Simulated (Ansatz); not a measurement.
Cost and result up the ladder for (HMg-mu-Br)2 (Mg₂H₂Br₂) (6 atoms). Charge 0, multiplicity 1. Geometry: PBE-D4/def2-SVP.

Cartesian coordinates in Å:
```
Mg -0.518 -0.162 1.665
H -1.011 -0.320 3.281
Br -0.220 -1.860 -0.250
Mg 0.518 0.162 -1.665
H 1.027 0.318 -3.276
Br 0.205 1.862 0.245
```

Ansatz on 4 threads of Arm Neoverse V2 on a shared host. Times are rough, and most runs start from the orbitals of an earlier one. ωB97M-V/def2-TZVP serves as the yardstick here, not as an exact answer. Differences are given only for rows in sets of like size (and for xTB, whose basis is part of the method), since another set adds its own error. Binding counts from free atoms at the same level (Mg singlet, H doublet, Br doublet; other spins of the atoms weren't run), without zero-point energy or a counterpoise term.

The 6-31G sets use Cartesian d functions. Correlated methods freeze 20 core orbitals; core or outer-core shells of Mg, Br are correlated, in sets that lack core-valence functions.

Correlated methods converge slowly with the basis.

| level | functions | wall time | binding energy per atom (eV) | difference from ωB97M-V/def2-TZVP (eV) |
| --- | --- | --- | --- | --- |
| HF/STO-3G | 56 | 0.2 s | 3.19 | – |
| HF/6-31G | 88 | 0.6 s | 1.56 | – |
| LDA (SPW92)/def2-TZVP | 172 | 1 s | 2.41 | 0.23 |
| PBE-D4/def2-SVP | 110 | 1.1 s | 2.20 | – |
| PBE0-D4/def2-SVP | 110 | 1.7 s | 2.20 | – |
| PBE-D4/def2-TZVP | 172 | 1.9 s | 2.18 | 0.00 |
| revPBE-D4/def2-TZVP | 172 | 1.9 s | 2.14 | -0.04 |
| BHLYP-D4/def2-TZVP | 172 | 3.3 s | 2.17 | -0.01 |
| CAM-B3LYP-D4/def2-TZVP | 172 | 3.4 s | 2.19 | 0.01 |
| r2SCAN-D4/def2-TZVP | 172 | 4.2 s | 2.30 | 0.12 |
| PBE0-D4/def2-TZVP (with forces) | 172 | 4.3 s | 2.19 | 0.01 |
| ωB97X-V/def2-TZVP | 172 | 8 s | 2.25 | 0.07 |
| ωB97M-V/def2-TZVP | 172 | 10 s | 2.18 | 0.00 |
| CCSD(T)/def2-TZVP | 172 | 96 s | 2.12 | -0.06 |
